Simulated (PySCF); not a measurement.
# Be (beryllium, neutral): UHF calculation

Configuration: [He] 2s2, closed-shell 1S. All numbers are calculated (PySCF 2.14, scalar relativity by spin-free X2C-1e, in aug-cc-pVDZ-DK (4s3p2d, 23 functions)).

| Property | Result |
| --- | --- |
| Total energy | -14.574886 hartree |
| One-electron energy | -19.0633 hartree |
| Hartree (Coulomb) energy | 7.1558 hartree |
| Exchange energy | -2.6674 hartree |
| ⟨S²⟩ | 0.0000 |
| ⟨L²⟩ | 0.000 |
| Sum of ⟨r⟩ | 6.135 bohr |
| Sum of ⟨r²⟩ | 17.36 bohr² |
| Langevin diamagnetic susceptibility | -13.8 ×10⁻⁶ cm³/mol |
| Time after the integrals | 0.05 s of wall time on 1 thread of Intel(R) Xeon(R) Platinum 8375C CPU @ 2.90GHz (shared host) |

```json
{"shell": "1s", "electrons": "2", "mean orbital energy (eV)": "-128.81", "rms radius, mean of both spins (bohr)": "0.483"}
{"shell": "2s", "electrons": "2", "mean orbital energy (eV)": "-8.420", "rms radius, mean of both spins (bohr)": "2.91"}
```
